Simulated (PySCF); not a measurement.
hexane (C₆H₁₄), SMILES CCCCCC.

Geometry optimised at PBE-D3(BJ)/def2-SVP. The values are those of a single conformer.

Method: PBE-D3(BJ)/def2-SVP in PySCF.

Harmonic, unscaled wavenumbers; measured fundamentals usually lie a few per cent lower.

```json
[
 {"mode": "1", "ν (cm⁻¹)": "70", "IR (km/mol)": "0.0", "moving atoms (share of kinetic energy)": "H 58 %, C 42 %"},
 {"mode": "2", "ν (cm⁻¹)": "94", "IR (km/mol)": "0.0", "moving atoms (share of kinetic energy)": "C 62 %, H 38 %"},
 {"mode": "3", "ν (cm⁻¹)": "140", "IR (km/mol)": "0.0", "moving atoms (share of kinetic energy)": "C 61 %, H 39 %"},
 {"mode": "4", "ν (cm⁻¹)": "161", "IR (km/mol)": "0.0", "moving atoms (share of kinetic energy)": "H 63 %, C 37 %"},
 {"mode": "5", "ν (cm⁻¹)": "248", "IR (km/mol)": "0.0", "moving atoms (share of kinetic energy)": "H 90 %, C 10 %"},
 {"mode": "6", "ν (cm⁻¹)": "256", "IR (km/mol)": "0.1", "moving atoms (share of kinetic energy)": "H 69 %, C 31 %"},
 {"mode": "7", "ν (cm⁻¹)": "311", "IR (km/mol)": "0.0", "moving atoms (share of kinetic energy)": "C 57 %, H 43 %"},
 {"mode": "8", "ν (cm⁻¹)": "392", "IR (km/mol)": "0.0", "moving atoms (share of kinetic energy)": "C 67 %, H 33 %"},
 {"mode": "9", "ν (cm⁻¹)": "449", "IR (km/mol)": "0.3", "moving atoms (share of kinetic energy)": "C 60 %, H 40 %"},
 {"mode": "10", "ν (cm⁻¹)": "719", "IR (km/mol)": "5.1", "moving atoms (share of kinetic energy)": "H 91 %, C 9 %"},
 {"mode": "11", "ν (cm⁻¹)": "739", "IR (km/mol)": "2.3", "moving atoms (share of kinetic energy)": "H 85 %, C 15 %"},
 {"mode": "12", "ν (cm⁻¹)": "777", "IR (km/mol)": "1.3", "moving atoms (share of kinetic energy)": "H 83 %, C 17 %"},
 {"mode": "13", "ν (cm⁻¹)": "868", "IR (km/mol)": "0.8", "moving atoms (share of kinetic energy)": "C 60 %, H 40 %"},
 {"mode": "14", "ν (cm⁻¹)": "878", "IR (km/mol)": "0.7", "moving atoms (share of kinetic energy)": "H 71 %, C 29 %"},
 {"mode": "15", "ν (cm⁻¹)": "884", "IR (km/mol)": "4.6", "moving atoms (share of kinetic energy)": "H 68 %, C 32 %"},
 {"mode": "16", "ν (cm⁻¹)": "970", "IR (km/mol)": "0.2", "moving atoms (share of kinetic energy)": "H 56 %, C 44 %"},
 {"mode": "17", "ν (cm⁻¹)": "983", "IR (km/mol)": "0.6", "moving atoms (share of kinetic energy)": "H 80 %, C 20 %"},
 {"mode": "18", "ν (cm⁻¹)": "1032", "IR (km/mol)": "0.1", "moving atoms (share of kinetic energy)": "C 56 %, H 44 %"},
 {"mode": "19", "ν (cm⁻¹)": "1059", "IR (km/mol)": "0.6", "moving atoms (share of kinetic energy)": "C 58 %, H 42 %"},
 {"mode": "20", "ν (cm⁻¹)": "1081", "IR (km/mol)": "0.2", "moving atoms (share of kinetic energy)": "C 52 %, H 48 %"},
 {"mode": "21", "ν (cm⁻¹)": "1120", "IR (km/mol)": "2.9", "moving atoms (share of kinetic energy)": "C 62 %, H 38 %"},
 {"mode": "22", "ν (cm⁻¹)": "1144", "IR (km/mol)": "0.2", "moving atoms (share of kinetic energy)": "C 54 %, H 46 %"},
 {"mode": "23", "ν (cm⁻¹)": "1194", "IR (km/mol)": "1.1", "moving atoms (share of kinetic energy)": "H 69 %, C 31 %"},
 {"mode": "24", "ν (cm⁻¹)": "1219", "IR (km/mol)": "0.7", "moving atoms (share of kinetic energy)": "H 73 %, C 27 %"},
 {"mode": "25", "ν (cm⁻¹)": "1256", "IR (km/mol)": "0.4", "moving atoms (share of kinetic energy)": "H 81 %, C 19 %"},
 {"mode": "26", "ν (cm⁻¹)": "1269", "IR (km/mol)": "2.7", "moving atoms (share of kinetic energy)": "H 84 %, C 16 %"},
 {"mode": "27", "ν (cm⁻¹)": "1276", "IR (km/mol)": "0.1", "moving atoms (share of kinetic energy)": "H 95 %"},
 {"mode": "28", "ν (cm⁻¹)": "1312", "IR (km/mol)": "0.8", "moving atoms (share of kinetic energy)": "H 74 %, C 26 %"},
 {"mode": "29", "ν (cm⁻¹)": "1323", "IR (km/mol)": "3.1", "moving atoms (share of kinetic energy)": "H 68 %, C 32 %"},
 {"mode": "30", "ν (cm⁻¹)": "1349", "IR (km/mol)": "2.3", "moving atoms (share of kinetic energy)": "H 71 %, C 29 %"},
 {"mode": "31", "ν (cm⁻¹)": "1352", "IR (km/mol)": "3.9", "moving atoms (share of kinetic energy)": "H 71 %, C 29 %"},
 {"mode": "32", "ν (cm⁻¹)": "1358", "IR (km/mol)": "5.5", "moving atoms (share of kinetic energy)": "H 55 %, C 45 %"},
 {"mode": "33", "ν (cm⁻¹)": "1404", "IR (km/mol)": "1.8", "moving atoms (share of kinetic energy)": "H 93 %"},
 {"mode": "34", "ν (cm⁻¹)": "1410", "IR (km/mol)": "0.5", "moving atoms (share of kinetic energy)": "H 94 %"},
 {"mode": "35", "ν (cm⁻¹)": "1412", "IR (km/mol)": "0.6", "moving atoms (share of kinetic energy)": "H 94 %"},
 {"mode": "36", "ν (cm⁻¹)": "1420", "IR (km/mol)": "6.0", "moving atoms (share of kinetic energy)": "H 97 %"},
 {"mode": "37", "ν (cm⁻¹)": "1421", "IR (km/mol)": "3.7", "moving atoms (share of kinetic energy)": "H 95 %"},
 {"mode": "38", "ν (cm⁻¹)": "1424", "IR (km/mol)": "3.0", "moving atoms (share of kinetic energy)": "H 94 %"},
 {"mode": "39", "ν (cm⁻¹)": "1430", "IR (km/mol)": "3.3", "moving atoms (share of kinetic energy)": "H 94 %"},
 {"mode": "40", "ν (cm⁻¹)": "1434", "IR (km/mol)": "6.4", "moving atoms (share of kinetic energy)": "H 92 %, C 8 %"},
 {"mode": "41", "ν (cm⁻¹)": "2941", "IR (km/mol)": "0.1", "moving atoms (share of kinetic energy)": "H 94 %"},
 {"mode": "42", "ν (cm⁻¹)": "2946", "IR (km/mol)": "14.1", "moving atoms (share of kinetic energy)": "H 94 %"},
 {"mode": "43", "ν (cm⁻¹)": "2955", "IR (km/mol)": "62.1", "moving atoms (share of kinetic energy)": "H 94 %"},
 {"mode": "44", "ν (cm⁻¹)": "2956", "IR (km/mol)": "28.2", "moving atoms (share of kinetic energy)": "H 94 %"},
 {"mode": "45", "ν (cm⁻¹)": "2963", "IR (km/mol)": "32.1", "moving atoms (share of kinetic energy)": "H 97 %"},
 {"mode": "46", "ν (cm⁻¹)": "2966", "IR (km/mol)": "23.1", "moving atoms (share of kinetic energy)": "H 97 %"},
 {"mode": "47", "ν (cm⁻¹)": "2979", "IR (km/mol)": "1.8", "moving atoms (share of kinetic energy)": "H 91 %, C 9 %"},
 {"mode": "48", "ν (cm⁻¹)": "2992", "IR (km/mol)": "5.1", "moving atoms (share of kinetic energy)": "H 91 %, C 9 %"},
 {"mode": "49", "ν (cm⁻¹)": "3002", "IR (km/mol)": "21.9", "moving atoms (share of kinetic energy)": "H 91 %, C 9 %"},
 {"mode": "50", "ν (cm⁻¹)": "3009", "IR (km/mol)": "72.5", "moving atoms (share of kinetic energy)": "H 90 %, C 10 %"},
 {"mode": "51", "ν (cm⁻¹)": "3046", "IR (km/mol)": "38.6", "moving atoms (share of kinetic energy)": "H 91 %, C 9 %"},
 {"mode": "52", "ν (cm⁻¹)": "3050", "IR (km/mol)": "30.1", "moving atoms (share of kinetic energy)": "H 91 %, C 9 %"},
 {"mode": "53", "ν (cm⁻¹)": "3056", "IR (km/mol)": "29.9", "moving atoms (share of kinetic energy)": "H 91 %, C 9 %"},
 {"mode": "54", "ν (cm⁻¹)": "3058", "IR (km/mol)": "28.5", "moving atoms (share of kinetic energy)": "H 91 %, C 9 %"}
]
```
